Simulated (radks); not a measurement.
Values are calculated unless marked as measured or tabulated.
I43+, 10 electrons, occupied as [Ne].

Code: a radial shooting solver on a logarithmic mesh with Libxc functionals. Model: scalar-relativistic Kohn-Sham, PBE, spin-unpolarised, spherical densities, finite nucleus; Fermi nuclear charge, rms radius 4.75 fm.

Energy parts (eV):
| part | energy |
|---|---|
| total | -145435.662 |
| kinetic | 154406.848 |
| electron-nucleus | -312092.363 |
| Hartree | 14729.205 |
| exchange-correlation | -2479.351 |

Orbitals (lengths in bohr, moments of r in powers of bohr; r(max) is where P^2 peaks):
| orbital | occ. | eigenvalue (eV) | <r> | <r^2> | r(max) |
|---|---|---|---|---|---|
| 1s | 2 | -35893.97 | 0.02720 | 0.001003 | 0.01753 |
| 2s | 2 | -7821.356 | 0.1149 | 0.01552 | 0.09816 |
| 2p | 6 | -7333.683 | 0.1001 | 0.01217 | 0.07851 |
| 3s | 0 | -3228.425 | 0.2737 | 0.08522 | 0.2610 |
| 3p | 0 | -3079.962 | 0.2641 | 0.08043 | 0.2503 |

The highest occupied level is 2p at -7333.7 eV. The electron density at the nucleus is 2.519e+05 e/bohr^3 (large components only).
